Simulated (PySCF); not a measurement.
C₂H₈O₂Si. Atoms are numbered in the order given.

```xyz
13

Si     0.2564     0.3415    -0.3402
C      1.9791    -0.2712    -0.6838
O      0.3627     1.4696     0.9041
O     -0.6433    -1.0091     0.0972
C     -2.0252    -0.9643     0.3761
H     -0.4247     0.9863    -1.5256
H      1.9658    -1.0718    -1.4494
H      2.6284     0.5520    -1.0420
H      2.4230    -0.6852     0.2438
H     -0.4014     2.0626     0.9982
H     -2.2469    -0.3967     1.3104
H     -2.4001    -1.9997     0.5153
H     -2.6129    -0.5001    -0.4522
```
Charge 0, spin multiplicity 1.

The structure is a stationary point at PBE-D3(BJ)/def2-SVP. Other conformers were not sampled.

Calculation: HF/pcSseg-1 (PySCF).

GIAO shieldings, no solvent; atoms alike by connectivity are averaged. δ = σ(ref) − σ: ²⁹Si against TMS (σ = 393.8 ppm); ¹³C against TMS (σ = 192.6 ppm); ¹⁷O against H2O (σ = 333.0 ppm); ¹H against TMS (σ = 31.99 ppm), references at their B3LYP-D3(BJ)/def2-TZVP geometries, non-relativistic.

Computed chemical shifts:
```json
[
 {"nucleus": "²⁹Si", "atoms": "Si1", "count": "1", "δ (ppm)": "-13.1"},
 {"nucleus": "¹³C", "atoms": "C5", "count": "1", "δ (ppm)": "51.0"},
 {"nucleus": "¹³C", "atoms": "C2", "count": "1", "δ (ppm)": "1.3"},
 {"nucleus": "¹⁷O", "atoms": "O3", "count": "1", "δ (ppm)": "42.7"},
 {"nucleus": "¹⁷O", "atoms": "O4", "count": "1", "δ (ppm)": "16.9"},
 {"nucleus": "¹H", "atoms": "H6", "count": "1", "δ (ppm)": "4.69"},
 {"nucleus": "¹H", "atoms": "H11, H12, H13", "count": "3", "δ (ppm)": "3.94"},
 {"nucleus": "¹H", "atoms": "H10", "count": "1", "δ (ppm)": "2.57"},
 {"nucleus": "¹H", "atoms": "H7, H8, H9", "count": "3", "δ (ppm)": "0.78"}
]
```
